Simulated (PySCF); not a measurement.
A search over the determinants of YSi

Unrestricted PBE0; basis Y def2-TZVPP with ECP28, Si def2-TZVPP; scalar-relativistic core potentials; PySCF 2.14. Outer shells of the fragments: Y 4d1 5s2; Si 3s2 3p2.

Followed along the bond (rough minima from three points):

```tsv
2Ms+1	unpaired	⟨S²⟩ at the start	R at minimum (Å)	Te (eV)
4	σ ↑, π ↑↑	3.82	2.67	0.00
2	σ ↓, π ↑↑	1.77	2.65	0.15
2	π ↑	1.32	2.54	0.23
4	σ ↑↑, π ↑	3.77	2.47	0.46
2	π ↑↑, δ ↓	2.30	2.80	0.64
4	π ↑↑, δ ↑	3.79	2.73	0.72
```

Solutions found at the starting distance of 2.580 Å, counted from the lowest of them; the search is not exhaustive and high or unbound solutions are not listed, so other states can lie among these:

```json
{"2Ms+1": "4", "unpaired": "σ ↑, π ↑↑", "term": "⁴Σ⁻", "E (eV)": "0.00", "⟨S²⟩": "3.82", "⟨Lz²⟩": "0.00", "μ (D)": "-3.34"}
{"2Ms+1": "2", "unpaired": "σ ↓, π ↑↑", "term": "mixed", "E (eV)": "0.15", "⟨S²⟩": "1.77", "⟨Lz²⟩": "0.00", "μ (D)": "-4.44"}
{"2Ms+1": "2", "unpaired": "π ↑", "term": "mixed", "E (eV)": "0.21", "⟨S²⟩": "1.32", "⟨Lz²⟩": "1.01", "μ (D)": "-4.34"}
{"2Ms+1": "4", "unpaired": "σ ↑↑, π ↑", "term": "⁴Π", "E (eV)": "0.49", "⟨S²⟩": "3.77", "⟨Lz²⟩": "1.12", "μ (D)": "-5.44"}
{"2Ms+1": "2", "unpaired": "π ↑↑, δ ↓", "term": "mixed", "E (eV)": "0.75", "⟨S²⟩": "2.30", "⟨Lz²⟩": "4.01", "μ (D)": "-3.39"}
{"2Ms+1": "4", "unpaired": "π ↑↑, δ ↑", "term": "⁴Δ", "E (eV)": "0.76", "⟨S²⟩": "3.79", "⟨Lz²⟩": "4.01", "μ (D)": "-4.91"}
{"2Ms+1": "6", "unpaired": "σ ↑↑, π ↑↑, δ ↑", "term": "⁶Δ", "E (eV)": "0.83", "⟨S²⟩": "8.75", "⟨Lz²⟩": "4.01", "μ (D)": "-3.04"}
{"2Ms+1": "2", "unpaired": "σ ↑", "term": "mixed", "E (eV)": "0.96", "⟨S²⟩": "0.76", "⟨Lz²⟩": "2.23", "μ (D)": "-4.26"}
{"2Ms+1": "6", "unpaired": "σ ↑↑, π ↑↑↑", "term": "⁶Π", "E (eV)": "1.19", "⟨S²⟩": "8.75", "⟨Lz²⟩": "1.02", "μ (D)": "-1.38"}
{"2Ms+1": "4", "unpaired": "π ↑↑↑", "term": "⁴Π", "E (eV)": "1.23", "⟨S²⟩": "3.99", "⟨Lz²⟩": "1.01", "μ (D)": "-3.12"}
```

A term symbol is given only where ⟨S²⟩ and ⟨Lz²⟩ are close to those of a pure state; real π, δ and φ orbitals otherwise mix terms. A positive dipole means Y(−)Si(+).

Spin–orbit coupling is left out. The state is the lowest single determinant that the PBE0 search found; with open d or f shells the true ground state can be another one.
